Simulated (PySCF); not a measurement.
## Relaxation of quintet CoO2(OH)

Computed with UPBE0 in PySCF with Co def2-TZVP, O def2-TZVP, H def2-TZVP; no relativity; density-fitted integrals. A (50,194) grid was used.

A hand-made trigonal planar (heavy-atom frame) start, of Cs symmetry, held to at least that symmetry:

Coordinates in bohr (charge 0 multiplicity 5):
```
Co    0.0516    0.0635    0.0000
O     3.0752    0.0635    0.0000
O    -1.4601    2.6819    0.0000
O    -1.5924   -2.7841    0.0000
H    -3.3790   -3.0991    0.0000
```

(1) What forces act on the atoms at the start (eV/Å)?

(2) What does it relax to?

(3) How much energy is released, and in how many steps?

Answers

(1) 
```
atom     Fx     Fy    Fz
 Co1  -0.64  -1.53  0.00
  O2   1.54   0.81  0.00
  O3  -0.27   0.63  0.00
  O4  -0.59  -0.02  0.00
  H5  -0.05   0.10  0.00
```

(2) It ends at Cs with Co–O 1.625 Å, Co–O 1.631 Å, Co–O 1.749 Å, O–H 0.961 Å; Co–O–H 120.6°, O–Co–O 109.1°, O–Co–O 110.2°, O–Co–O 140.7° (after a last refinement on a finer grid). A frequency run shows a minimum. Other isomers or separated fragments may lie lower.

(3) 25.1 kJ/mol in 11 steps.

With open d or f shells other occupations or spin states may lie lower. At this level a triplet minimum of Cs symmetry lies 29 kJ/mol below this structure.
